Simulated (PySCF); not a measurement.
Cartesian coordinates (Å):
```xyz
8

C      2.0293     0.4991    -0.5574
C      0.9543     0.0698    -0.2171
Si    -0.6735    -0.5710     0.3143
O     -1.8865     0.4495    -0.1128
H      2.9799     0.8749    -0.8607
H     -0.9544    -1.8491    -0.3714
H     -0.6049    -0.7655     1.7847
H     -1.8240     1.3623     0.1717
```
Charge 0, spin multiplicity 1.

Task: Estimate the HOMO, dipole moment and S1 oscillator strength that PySCF with PBE0-D4/def2-TZVP returns for this input.

Result: 
```json
{
 "HOMO": "-8.29 eV",
 "dipole_moment": "1.65 D",
 "S1 oscillator strength": "0.001"
}
```
